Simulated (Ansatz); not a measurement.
Q: Name a neutral molecule of Al, B, C and H with size of the dipole moment (ωB97M-V/def2-TZVPP) between 1.05 and 1.35 D and LUMO energy (PBE/def2-TZVPP) between -2.45 and -2.15 eV (Ansatz, PBE0-D4/def2-TZVP geometry).

A: `B[C]1([AlH2])CC1` (1.19 D, -2.22 eV). Other molecules can fit too; these were computed, each in one conformer that needn't be the lowest.
